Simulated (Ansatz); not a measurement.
Input (CCSDT(Q)/cc-pV(D+d)Z; Ansatz, an electronic-structure program): A basis named .json is the Basis Set Exchange file of that set.

Ansatz 0.2 input:
```yaml
crystal:
  periodic: [false, false, false]
  atoms:
    - {symbol: Si, position_ang: [1.53221443, -0.32766852, 0.05400060]}
    - {symbol: O, position_ang: [-0.02747273, -0.19305808, -0.42307417]}
    - {symbol: Si, position_ang: [-1.56118908, 0.28744688, -0.11456819]}
    - {symbol: H, position_ang: [2.29698151, -0.97525365, -1.03236054]}
    - {symbol: H, position_ang: [2.09779982, 1.01379755, 0.32991510]}
    - {symbol: H, position_ang: [1.61946191, -1.15046677, 1.28318733]}
    - {symbol: H, position_ang: [-2.08585612, -0.41886415, 1.07762504]}
    - {symbol: H, position_ang: [-2.39575170, -0.03606663, -1.29068889]}
    - {symbol: H, position_ang: [-1.59690889, 1.74762189, 0.13481541]}
basis:
  gaussian:
    orbitals: cc-pV_D+d_Z.json
magnetization: {spin_polarized: false}
correlation: {method: ccsdt_q, electrons: outside_noble_gas}
```

Output:

```
Functional definition: HF
integrals: 0.14 GiB planned
1760 factors; integrals over basis functions are off by at most 2.2e-7 eV
mean field: 0.43 GiB planned
mean field evaluation 1: about -17856.6495 eV, gradient 3.2e1 eV
mean field evaluation 2: about -17856.6522 eV, gradient 3.2e1 eV
mean field evaluation 4: about -17859.0489 eV, gradient 2.8e0 eV
mean field evaluation 8: about -17859.0798 eV, gradient 2.7e-4 eV
mean field evaluation 16: about -17859.0794 eV, gradient 2.9e-1 eV
mean field -17859.07982894 eV, -656.3090783944 hartree, gradient 1.8e-6 eV, S^2 0.000000; 0 other end points of the search recorded, 0 dependent functions left out
11 core orbitals not correlated
reference -17859.07982894 eV, -656.3090783944 hartree; 10, 10 occupied and 69, 69 virtual orbitals, 1760 factors
second order -10.57237581 eV of doubles, -0.00000000 eV of singles
coupled cluster: 4.82 GiB planned
cycle   1  -11.38257400 eV  change   -8.1e-1 eV  update   9.6e-2
cycle   2  -11.91203829 eV  change   -5.3e-1 eV  update   4.1e-2
cycle   3  -12.13870118 eV  change   -2.3e-1 eV  update   2.1e-2
cycle   4  -12.13102073 eV  change    7.7e-3 eV  update   5.1e-3
cycle   5  -12.13231447 eV  change   -1.3e-3 eV  update   2.3e-3
cycle   6  -12.13340653 eV  change   -1.1e-3 eV  update   6.8e-4
cycle   7  -12.13308115 eV  change    3.3e-4 eV  update   2.4e-4
cycle   8  -12.13294667 eV  change    1.3e-4 eV  update   8.0e-5
cycle   9  -12.13294387 eV  change    2.8e-6 eV  update   3.5e-5
cycle  10  -12.13297723 eV  change   -3.3e-5 eV  update   1.3e-5
cycle  11  -12.13296667 eV  change    1.1e-5 eV  update   6.1e-6
cycle  12  -12.13296649 eV  change    1.8e-7 eV  update   2.4e-6
perturbative correction -0.02146682 eV, -0.0007888909 hartree
Total energy: -17871.23426225 eV, -656.7557455799 hartree
```
